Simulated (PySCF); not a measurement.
FGa, SMILES [F][Ga] (connectivity only; charge and spin as stated), charge +1, multiplicity 2.

Geometry optimised at PBE0-D3(BJ)/def2-TZVPD. The multiplicity is an assumed one; other spin states were not compared.

Two levels are set side by side: PBE/def2-TZVPD (PySCF) and ωB97X/def2-TZVPD (PySCF). Same geometry, gas phase. Differences are taken from unrounded values.

```
quantity                      PBE
---------------------------  ----
α-spin orbital gap (eV)      5.91
β-spin orbital gap (eV)      2.58
mean polarisability (bohr³)  20.5
```

Task: These are the PBE values. What does ωB97X give? (An estimate is asked for; the answer gives what the named calculation found.)

Result: 
```
quantity                     ωB97X  PBE minus ωB97X
---------------------------  -----  ---------------
α-spin orbital gap (eV)      12.43            -6.52
β-spin orbital gap (eV)       9.98            -7.40
mean polarisability (bohr³)   20.4              0.1
```

Rough cost on one machine, each run with all the roots and properties that it gave: ωB97X against PBE within a factor of 2.
